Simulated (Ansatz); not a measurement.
C$_{3}$H$_{10}$GeO$_{2}$, singlet, geometry from GFN2-xTB; Ansatz (a program for electronic structure) with PBE/def2-SV(P).

The Ansatz input:
Ansatz 0.2 input:
```yaml
crystal:
  periodic: [false, false, false]
  atoms:
    - {symbol: C, position_ang: [-1.91533515, -1.81626549, -0.29181044]}
    - {symbol: C, position_ang: [-1.46318511, -0.46163016, -0.81543242]}
    - {symbol: Ge, position_ang: [0.23284612, 0.22449559, 0.01762803]}
    - {symbol: C, position_ang: [1.75303880, -1.06091626, 0.15381913]}
    - {symbol: O, position_ang: [0.76155085, 1.62574949, -0.88965473]}
    - {symbol: O, position_ang: [-0.08484642, 0.95524892, 1.60571693]}
    - {symbol: H, position_ang: [-1.14986658, -2.57080038, -0.46235515]}
    - {symbol: H, position_ang: [-2.11873679, -1.77197196, 0.77671301]}
    - {symbol: H, position_ang: [-2.82578847, -2.13411244, -0.79790621]}
    - {symbol: H, position_ang: [-1.29413416, -0.51534177, -1.88954652]}
    - {symbol: H, position_ang: [-2.23974414, 0.28532071, -0.64851015]}
    - {symbol: H, position_ang: [2.10606092, -1.31142402, -0.83990915]}
    - {symbol: H, position_ang: [2.56724132, -0.60124332, 0.70548937]}
    - {symbol: H, position_ang: [1.45709804, -1.97414086, 0.65980464]}
    - {symbol: H, position_ang: [0.75988925, 2.42887442, -0.37246309]}
    - {symbol: H, position_ang: [-0.37384157, 0.36586456, 2.29663135]}
basis:
  gaussian:
    orbitals: def2-SV_P_.json
hamiltonian:
  xc: pbe
```
The basis file holds def2-SV(P) in the JSON format of the Basis Set Exchange.

### Question
Predict the main parts of the log of this Ansatz run.

### Answer

```
Functional definition: PBE
1611 factors; their error is unknown
mean field evaluation 1: about -63833.0521 eV, gradient 1.1e2 eV
mean field evaluation 2: about -63787.7326 eV, gradient 1.8e2 eV
mean field evaluation 4: about -63856.4705 eV, gradient 1.1e1 eV
mean field evaluation 8: about -63856.7712 eV, gradient 3.2e-1 eV
mean field evaluation 16: about -63856.6956 eV, gradient 1.7e-4 eV
mean field -63856.69563617 eV, -2346.6902810062 hartree, gradient 4.7e-5 eV, S^2 0.000000; 0 other end points of the search recorded, 0 dependent functions left out
reference -63856.69567750 eV, -2346.6902825252 hartree; 38, 38 occupied and 84, 84 virtual orbitals, 1611 factors
Total energy: -63856.69567750 eV, -2346.6902825252 hartree
```
